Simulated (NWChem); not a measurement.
Molecule: C₂H₆FIn; SMILES [F][In]([CH3])[CH3]

Program: NWChem. Structure relaxed at the PBE-D3(BJ)/def2-SVP level. Not confirmed as a minimum by frequencies. def2 effective core potentials on In; no spin-orbit coupling. B3LYP is NWChem's, with the RPA form of VWN correlation.

For level LC-wPBE (HJS exchange hole, range parameter 0.4 per bohr)/def2-SVP:

```yaml
highest occupied level (eV): -10.26
orbital gap (eV): 11.34
```

**Question.** What are these values for level B3LYP/def2-SVP?

**Answer.** The highest occupied level (eV) is -7.33 and the orbital gap (eV) is 6.12.
